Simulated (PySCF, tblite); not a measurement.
Isomers of C6H9FSSi. All values are computed: GFN2-xTB (tblite) harmonic vibrations without scaling, gas phase. The method is semi-empirical: single wavenumbers can be off by several per cent or more. Modes of hydrogen on silicon and sulfur can be 10 to 20 % off. One conformer each.

Electronic energies: PBE0/pcSseg-1 single points on the GFN2-xTB geometries (PySCF, gas phase).

```
                       SMILES  electronic energy, lowest = 0 (kJ/mol)
C#C[C@@H]1CSC[C@@H](F)[SiH2]1                                    87.2
       CC#C/C(C)=C(\F)[SiH2]S                                    33.4
 C#C[C@@H]1CSC[C@H](F)[SiH2]1                                    82.9
         CSC1=CC=C(CF)[SiH2]1                                     0.0
```

**Question.** How do GFN2-xTB zero-point energies change the relative energies?

**Answer.** 
```csv
SMILES,ZPE (kJ/mol),of it from modes above 1550 cm⁻¹,electronic (kJ/mol),"with ZPE, lowest = 0 (kJ/mol)",lowest mode (cm⁻¹),rings
CSC1=CC=C(CF)[SiH2]1,334.1,163.0,0.0,0.0,12,1
CC#C/C(C)=C(\F)[SiH2]S,322.7,174.7,33.4,22.1,20i,0
C#C[C@@H]1CSC[C@H](F)[SiH2]1,335.3,167.4,82.9,84.1,56,1
C#C[C@@H]1CSC[C@@H](F)[SiH2]1,335.0,167.2,87.2,88.1,49,1
```

The zero-point energies span 12.6 kJ/mol, from `CC#C/C(C)=C(\F)[SiH2]S` to `C#C[C@@H]1CSC[C@H](F)[SiH2]1`. Slightly imaginary modes are left out of the zero-point energy: `CC#C/C(C)=C(\F)[SiH2]S` 19.7i cm⁻¹. The order is unchanged.

**Question.** And how do the electronic energies of GFN2-xTB itself compare?

**Answer.** `CSC1=CC=C(CF)[SiH2]1` 11.2; `CC#C/C(C)=C(\F)[SiH2]S` 0.0; `C#C[C@@H]1CSC[C@H](F)[SiH2]1` 66.6; `C#C[C@@H]1CSC[C@@H](F)[SiH2]1` 76.3 kJ/mol, lowest = 0. Against the energies above, taken from the same isomer `CSC1=CC=C(CF)[SiH2]1`, the largest difference is 44.6 kJ/mol.
